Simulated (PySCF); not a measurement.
Al(OSiH3)2 (AlH6O2Si2), SMILES [SiH3][O][Al+][O][SiH3], charge +1.

The structure is a stationary point at PBE0-D3(BJ)/def2-SVP. The multiplicity is an assumed one; no other spin state was optimised. The isomer is the one that the SMILES or the coordinates give; other isomers of the formula were not compared. One conformer was computed; it need not be the lowest.

These are PBE0-D3(BJ)/def2-SVP in PySCF values and carry that method's errors.

Frequencies are harmonic and unscaled.

A small imaginary wavenumber (i) marks a very flat motion, where grid noise or a shallow saddle decides the sign.

Modes within 1.5 cm⁻¹ of each other (mostly degenerate sets) share a row, with their intensities summed.

Computed vibrational spectrum:
```tsv
mode	ν (cm⁻¹)	IR (km/mol)	Raman (Å⁴/amu)	depolarisation	moving atoms (share of kinetic energy)
1	14i	0.0	0.0	–	H 100 %
2–3	48	1.6	0.0	–	Si 37 %, Al 28 %, O 20 %, H 14 %
4–5	110	0.0	3.3	0.75	O 83 %, H 12 %
6–7	248	197.0	0.0	–	Al 50 %, O 46 %
8	365	0.0	16.1	0.21	Si 83 %, H 9 %
9	623	151.7	0.0	–	Si 45 %, Al 36 %, O 17 %
10–13	709	210.7	19.7	0.75	H 86 %
14–17	937	271.2	78.3	0.75	H 96 %
18	943	830.0	0.0	–	H 91 %
19	964	0.0	38.2	0.74	H 87 %, Si 11 %
20	1103	0.0	16.0	0.11	O 90 %
21	1313	784.7	0.0	–	O 56 %, Al 41 %
22–23	2284	50.0	518.1	–	H 99 %
24–27	2307	256.6	350.8	0.75	H 95 %
```
